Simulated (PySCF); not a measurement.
C4H9O, SMILES C[CH]OCC, multiplicity 2. Geometry: B3LYP-D3(BJ)/def2-SVP. The isomer is the one that the SMILES or the coordinates give; other isomers of the formula were not compared. Other conformers were not sampled.

Computed equilibrium geometry at B3LYP-D3(BJ)/def2-SVP (PySCF confirms it by a frequency run) as a Z-matrix (one conformer of several):
```
O
C 1 1.3589
H 2 1.0999 1 116.24
C 1 1.4172 2 116.29 3 -27.31
H 4 1.1068 1 109.60 2 -59.50
H 4 1.1085 5 107.09 1 -118.79
C 2 1.4858 3 121.07 1 148.14
H 7 1.1007 2 110.57 3 40.21
H 7 1.1033 8 108.42 2 -121.59
H 7 1.1110 8 107.57 9 -115.01
C 4 1.5152 5 110.99 6 -121.05
H 11 1.1008 4 110.56 5 -60.61
H 11 1.1009 12 108.14 4 121.24
H 11 1.1010 12 108.50 13 117.52
```
Charge 0, spin multiplicity 2.
